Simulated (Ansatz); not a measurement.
# One step, two centres

Four-centre ligand exchange, with the central atom changed down its group and all else kept; in the first member these bonds form or tighten: B–S, H–O; these break or loosen: B–O, H–S.

Gas-phase electronic energies, without zero-point energy, by CCSD(T) at an estimated basis limit (MP2 extrapolated from triple and quadruple zeta, plus CCSD(T) − MP2 in triple zeta); Ansatz 0.2.0, def2-TZVPP and QZVPP, frozen cores, on PBE0-D4/def2-TZVP structures. Extrapolation: Hartree–Fock as exp(−7.88 √X), correlation as X^−2.97. All energies, in kJ/mol, count from the separated reactants, without counterpoise correction; the start and end structures are the complexes reached by relaxing down from the saddle, and deeper ones may exist. Brackets give SMILES, or, where every atom is bracketed, only which atoms are joined. Steps whose reference was doubtful or whose search ended elsewhere are left out.

| reactants | products | start structure | saddle | end structure | saddle by PBE0-D4/TZ |
| --- | --- | --- | --- | --- | --- |
| BHOF₂ ([OH][B]([F])[F]) + H₂S | BHSF₂ ([F][B]([F])[SH]) + H₂O, still joined by a dative B–O bond | -11.5 | 119.2 | 51.6 | 94.3 |
| AlHOF₂ ([OH][Al]([F])[F]) + H₂S | AlHSF₂ ([F][Al]([F])[SH]) + H₂O, still joined by a dative Al–O bond | -70.7 | ? | -92.9 | -43.7 |

(1) What is the height of the saddle for AlHOF₂ ([OH][Al]([F])[F]) + H₂S? (An estimate is asked for; the value comes from the calculation.)

(2) How do the PBE0-D4 saddles lie against the coupled-cluster estimate?

No T1 diagnostic of these runs exceeds 0.013.

For scale, one of the runs: CCSD(T)/def2-TZVPP, 219 basis functions (an equivalent command: `ansatz run in.yaml --threads 4`). Time: 89 s of wall clock on 4 CPU threads; the host was shared. Peak host memory: 3.4 GiB.

Results:

(1) Computed: -22.2 kJ/mol relative to the separated reactants, the lower of the two; above its start structure the barrier is -22.2 − (-70.7) ≈ 48.5 kJ/mol.

Aluminium, larger and more positive than boron, binds the incoming molecule more strongly, and well and saddle both drop.

(2) Both lower, by 21.5 to 24.9 kJ/mol.
